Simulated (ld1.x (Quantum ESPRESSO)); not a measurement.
# boron: one change to a PAW potential, before and after

```json
{
 "Element": "B",
 "Generator": "ld1.x (Quantum ESPRESSO) 7.5",
 "Type": "PAW",
 "Functional": "PBE",
 "Relativity": "scalar-relativistic",
 "Frozen core": "[He]",
 "Valence charge": "3",
 "Reference configuration": "2s2 2p1",
 "Partial waves": "2s (bound): rcut 1.30, rcutus 1.60 bohr; 2s channel at -0.1 Ry: rcut 1.30, rcutus 1.60 bohr; 2p (bound): rcut 2.60, rcutus 3.30 bohr; 2p channel at 1.85 Ry: rcut 2.60, rcutus 3.30 bohr; 3d channel at -0.1 Ry: rcut 3.30, rcutus 3.55 bohr; 3d channel at 1 Ry: rcut 3.30, rcutus 3.55 bohr",
 "Local potential": "all-electron potential smoothed inside 2.50 bohr (lloc = -1)",
 "Core correction": "a·sin(br)/r model core, default radius (core density twice the valence density)",
 "Augmentation charge": "BESSEL, radius 1.50 bohr"
}
```

Change: local potential all-electron potential smoothed inside 4.16 bohr (lloc = -1).

Cutoffs: the cutoffs (Ry, on a coarse ladder) from which the occupation-weighted sum of valence levels, in a spherical-Bessel basis at the reference potential, stays within 10 and 1 mRy of its value at 400 Ry; they do not see the model core or the augmentation charge, which bear on the density cutoff. Errors are all-electron minus pseudo energies relative to the spin-unpolarised reference configuration.

Problem. What does the change do?

Solution. Both files are so soft that the ladder of cutoffs tells neither apart; of the 7 tests that both files solve, the error grows in 1 and shrinks in 5 by more than 15 % and 0.3 meV (median size 16.7 → 2.7 meV); neither file shows a bound ghost.

| quantity | base | changed |
| --- | --- | --- |
| cutoff, loose | 6 Ry | 6 Ry |
| cutoff, tight | 8 Ry | 8 Ry |
| bound ghosts | none | none |
| error for 2s2 2p0, meV [ΔE 8.22 eV] | +21 | +1.0 |
| error for 2s1 2p0, meV [ΔE 33.64 eV] | -17 | -11 |
| error for 2s2 2p0.5, meV [ΔE 2.89 eV] | +2.8 | -1.1 |
| error for 2s1 2p2, meV [ΔE 5.85 eV] | +35 | +2.7 |
| error for 2s0 2p3, meV [ΔE 11.72 eV] | +3.1 | +8.2 |
| error for 2s1 2p1, meV [ΔE 14.36 eV] | +25 | -6.5 |
| error for 2s2 2p1.3, meV [ΔE -0.74 eV] | +0.9 | -1.2 |
| lowest overlap eigenvalue by channel | s 0.69, p 0.79, d 0.89 | s 0.83, p 0.76, d 0.92 |
